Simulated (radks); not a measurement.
The numbers below are computed, except where a source is named.
The strontium ion Sr2+, 36 electrons, occupied as [Kr].

Level of theory: scalar-relativistic Kohn-Sham, BLYP, spin-polarised, spherical densities, point nucleus (a radial shooting solver on a logarithmic mesh with Libxc functionals).

Energy parts (eV):
| part | energy |
|---|---|
| total | -86514.611 |
| kinetic | 88724.223 |
| electron-nucleus | -207837.997 |
| Hartree | 35459.068 |
| exchange-correlation | -2859.905 |

Orbitals (lengths in bohr, moments of r in powers of bohr; r(90%) holds 90 % of the orbital's charge):
| orbital | occ. | eigenvalue (eV) | <1/r> | r(90%) |
|---|---|---|---|---|
| 1s | 2 | -15954.90 | 39.00 | 0.0701 |
| 2s | 2 | -2172.453 | 8.703 | 0.267 |
| 2p | 6 | -1932.192 | 8.498 | 0.245 |
| 3s | 2 | -347.4731 | 2.917 | 0.730 |
| 3p | 6 | -269.9714 | 2.762 | 0.758 |
| 3d | 10 | -141.9462 | 2.508 | 0.808 |
| 4s | 2 | -54.5566 | 0.9957 | 1.98 |
| 4p | 6 | -36.3280 | 0.8562 | 2.32 |

The highest occupied level is 4p at -36.328 eV. Summed over all electrons, <r^2> = 26.31 bohr^2, which gives a Langevin (diamagnetic) susceptibility term of -20.8 x 10^-6 cm^3/mol. For comparison, the ionisation energy in NIST's Atomic Spectra Database is 42.884 eV (measured). In exact Kohn-Sham theory the highest level is minus the ionisation energy, but local and semilocal functionals leave it too shallow, through self-interaction and a potential that decays too fast; potentials with the right tail come closer.
